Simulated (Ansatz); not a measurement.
`[F][Sn][F]` + CH₃OH → `C[O][Sn][F]` + H–F at 700 K and 1 bar (ligand exchange at the Sn–F bond).

Calculated with Ansatz (gas phase, PBE0-D4/def2-TZVP geometries, no zero-point term in ΔE). CCSD(T)/CBS is the MP2 limit (def2-TZVPP, def2-QZVPP) plus CCSD(T) − MP2 in def2-TZVPP, frozen cores. This one scheme is used for every species. Elements past krypton have def2 core potentials. For Sn outer-core shells are correlated without core-valence functions, which leaves a few kJ/mol of doubt a bond. One conformer a species, not always the lowest.

| species | CCSD(T)/CBS energy (Eh) | H − E (kJ/mol) | S (J/(mol·K)) |
| --- | --- | --- | --- |
| `[F][Sn][F]` | -413.70076 | 42.3 | 327.6 |
| CH₃OH | -115.61712 | 170.8 | 288.5 |
| `C[O][Sn][F]` | -428.91146 | 169.2 | 412.2 |
| H–F | -100.39570 | 45.2 | 198.5 |

H − E and S are ideal-gas, rigid-rotor, harmonic terms from PBE0-D4/def2-TZVP, for one conformer and one mirror image of each species. 1 Eh = 2625.50 kJ/mol, R = 8.31446 J/(mol·K).

Task: By hand: ΔE, ΔH, ΔS and ΔG.

Result: ΔE = (-428.91146) + (-100.39570) − (-413.70076) − (-115.61712) = 0.01072 Eh = 28.1 kJ/mol. Δ(H − E) = 169.2 + 45.2 − 42.3 − 170.8 = 1.3, so ΔH = 29.4 kJ/mol. ΔS = 412.2 + 198.5 − 327.6 − 288.5 = -5.4 J/(mol·K). ΔG = 29.4 − 700 × (-5.4)/1000 = 33.2 kJ/mol.

Task: By hand: the equilibrium constant, and the temperature at which ΔG would vanish if ΔH and ΔS stayed fixed.

Result: log₁₀ K = −ΔG/(RT ln 10) = -2.5. ΔH and −TΔS have one sign here, so there is no such temperature.

The number of gas molecules stays the same, so ΔS is small and ΔH decides. A doubt of 5 kJ/mol in ΔE shifts log₁₀ K by 0.4 here. Other conformers and mirror images would add mixing entropy, several J/(mol·K) or more a flexible species. These are equilibria of isolated gas molecules and say nothing of rates. Largest T1 diagnostic: 0.017 (customary marks: 0.02 for closed shells, 0.045 for open ones).

ΔS is within the doubt of such terms, so its sign, and with it that verdict, could turn.
